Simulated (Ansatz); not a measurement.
Ansatz results at the PBE0-D4/def2-TZVP geometry: LUMO energy (PBE0/def2-TZVPP) 0.69 eV; ideal-gas entropy at 298 K and 1 bar (rigid rotor, harmonic PBE0-D4/def2-TZVP) 317 J/(mol·K); size of the dipole moment (B3LYP/def2-TZVPP) 1.40 D.

Each molecule was computed in one conformer, which needn't be the lowest.

Task: Which molecule gave them?
A. `BN`
B. `CBOC`
C. `CB(C)O`
D. `C#CB(C#C)C#C`

Result: C. The others give `C#CB(C#C)C#C`: -2.86, 342, 0.00; `CBOC`: 0.24, 310, 1.06; `BN`: 0.23, 228, 1.96.

B3LYP here is the variant with VWN-RPA as its local correlation; programs differ in this.
